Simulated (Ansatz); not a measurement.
Consider the ligand exchange at a Ge–S bond: `[SH][GeH]([Cl])[Cl]` + HBr → `[Cl][GeH]([Cl])[Br]` + H₂S.

Calculated with Ansatz (gas phase, PBE0-D4/def2-TZVP geometries, no zero-point term in ΔE). CCSD(T)/CBS is the MP2 limit (def2-TZVPP, def2-QZVPP) plus CCSD(T) − MP2 in def2-TZVPP, frozen cores. This one scheme is used for every species. DFT in def2-TZVPP. B3LYP here is the variant with VWN-RPA as its local correlation; programs differ in this. HSE06 is defined as in plane-wave codes. For Br, Ge outer-core shells are correlated without core-valence functions, which leaves a few kJ/mol of doubt a bond. Scalar relativity is left out up to krypton. Each species was taken in one conformer, which may not be the lowest.

`[SH][GeH]([Cl])[Cl]`:

```xyz
6

S    -1.759    0.257    0.245
Ge    0.342   -0.264   -0.139
Cl    0.488   -2.357    0.244
Cl    1.643    0.773    1.210
H    -1.547    1.562   -0.003
H     0.834    0.029   -1.557
```

HBr:

Cartesian coordinates in Å:
```
Br 0.573 -0.400 -0.129
H -0.573 0.400 0.129
```

`[Cl][GeH]([Cl])[Br]`:

Cartesian coordinates in Å:
```
Cl -2.089 0.008 0.132
Ge 0.039 0.064 0.129
Cl 0.757 -1.938 0.231
Br 0.750 1.005 -1.822
H 0.542 0.861 1.329
```

H₂S:

Cartesian coordinates in Å:
```
S 0.147 0.394 -0.455
H 0.860 -0.257 0.476
H -1.006 -0.137 -0.021
```

| level | ΔE (kJ/mol) | difference from CCSD(T)/CBS |
| --- | --- | --- |
| LDA (SPW92) | -24.5 | 4.4 |
| PBE-D4 | -26.7 | 2.2 |
| revPBE-D4 | -25.8 | 3.1 |
| BLYP-D4 | -28.3 | 0.6 |
| B97M-V | -28.2 | 0.7 |
| PBE0-D4 | -28.4 | 0.5 |
| B3LYP-D4 | -29.9 | -1.0 |
| r2SCANh-D4 | -29.4 | -0.5 |
| r2SCAN0-D4 | -30.1 | -1.2 |
| HSE06-D4 | -28.6 | 0.3 |
| BHLYP-D4 | -33.0 | -4.1 |
| CAM-B3LYP-D4 | -29.9 | -1.0 |
| ωB97X-V | -30.3 | -1.4 |
| ωB97M-V | -30.2 | -1.3 |
| PBE-QIDH | -29.9 | -1.0 |
| PBE | -27.4 | 1.5 |
| revPBE | -28.2 | 0.7 |
| BLYP | -29.9 | -1.0 |
| r2SCAN | -29.3 | -0.4 |
| PBE0 | -29.1 | -0.2 |
| B3LYP | -31.0 | -2.1 |
| r2SCANh | -29.8 | -0.9 |
| r2SCAN0 | -30.4 | -1.5 |
| BHLYP | -33.3 | -4.4 |
| CAM-B3LYP | -30.6 | -1.7 |
| LC-ωPBE | -28.6 | 0.3 |
| RPA@PBE/def2-TZVPP | -27.9 | 1.0 |
| HF/def2-SVP | -34.9 | -6.0 |
| MP2/def2-SVP | -30.4 | -1.5 |
| CCSD/def2-SVP | -29.7 | -0.8 |
| CCSD(T)/def2-SVP | -28.9 | 0.0 |
| HF/def2-TZVPP | -37.8 | -8.9 |
| SCS-MP2/def2-TZVPP | -30.3 | -1.4 |
| CCSD/def2-TZVPP | -29.9 | -1.0 |
| CCSD(T)/def2-TZVPP | -28.5 | 0.4 |
| HF/def2-QZVPP | -37.7 | -8.8 |
| SCS-MP2/def2-QZVPP | -30.2 | -1.3 |
| HF/CBS(def2) | -37.7 | -8.8 |
| MP2/CBS(def2) | -29.5 | -0.6 |
| CCSD/CBS(def2) | -30.3 | -1.4 |
| CCSD(T)/CBS | -28.9 | 0 |

Largest T1 diagnostic among the species: 0.010.

In def2-TZVPP, CCSD(T) changes the Hartree–Fock value by +9.2 kJ/mol (the triples alone add +1.4 kJ/mol) and MP2 by +8.6 kJ/mol. From BLYP to BHLYP (50 % exact exchange), in def2-TZVPP and without D4, ΔE moves by −3.4 kJ/mol. Leaving LDA and LC-ωPBE aside and taking each functional with its dispersion term where it has one, the values spread over 7.2 kJ/mol, from BHLYP-D4 to revPBE-D4.
